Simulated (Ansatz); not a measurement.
Isolated molecules relaxed with PBE0-D4/def2-TZVP in Ansatz; ΔE leaves out vibrations. CCSD(T)/CBS is the MP2 limit (def2-TZVPP, def2-QZVPP) plus CCSD(T) − MP2 in def2-TZVPP, frozen cores. This one scheme is used for every species. DFT in def2-TZVPP. B3LYP here is the variant with VWN-RPA as its local correlation; programs differ in this. Each species was taken in one conformer, which may not be the lowest.

Consider the substitution at a C–B bond: `CCBS` + `CBS` → `CBSCC` + `BS`.

```
             level  ΔE (kJ/mol)
           ωB97X-V         42.6
           ωB97M-V         44.2
              PBE0         45.1
             B3LYP         43.6
    MP2/def2-TZVPP         42.0
SCS-MP2/def2-TZVPP         40.7
      HF/CBS(def2)         43.9
    CCSD/CBS(def2)         43.5
```

Problem. What does CCSD(T)/CBS give? (Best estimate.)

Solution. Computed: +41.7 kJ/mol. The listed levels differ from it by 0.9, 2.5, 3.4, 1.9, 0.3, -1.0, 2.2, 1.8 kJ/mol.

Largest T1 diagnostic among the species: 0.015.
